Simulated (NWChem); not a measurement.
System: trisilylphosphine (Si$_{3}$PH$_{9}$); SMILES [SiH3]P([SiH3])[SiH3]

The following NWChem deck was run.

```
start job
memory heap 200 mb stack 900 mb global 1100 mb
geometry units angstroms
  Si    -0.732544     1.829247    -0.396345
  P      0.179299    -0.174959    -0.703473
  Si     1.857095    -0.152872     0.753447
  Si    -1.289216    -1.514179     0.291614
  H      0.238235     2.811504    -0.870711
  H     -1.047512     2.097833     1.010093
  H     -1.957368     1.861852    -1.192335
  H      2.818520     0.836545     0.274928
  H      2.430788    -1.496970     0.754852
  H      1.425569     0.204928     2.108134
  H     -0.703117    -2.852673     0.295518
  H     -2.510811    -1.469058    -0.507093
  H     -1.591638    -1.100832     1.665331
end
basis spherical
  * library def2-svp
end
dft
  xc xpbe96 cpbe96
  disp vdw 4
  iterations 150
end
driver
  maxiter 120
end
task dft optimize
task dft freq
```

The level has its own optimisation; frequencies are unscaled.

Task: Give the results of this calculation. (PBE-D3(BJ)/def2-SVP.) Quantities: r P–Si (Å); highest harmonic frequency (cm⁻¹); lowest (cm⁻¹); zero-point energy (kcal/mol); dipole (D).

Result: 
| Item | Value |
|---|---|
| r P–Si (Å) | 2.275 |
| highest harmonic frequency (cm⁻¹) | 2177 |
| lowest (cm⁻¹) | 53 |
| zero-point energy (kcal/mol) | 46.8 |
| dipole (D) | 0.67 |
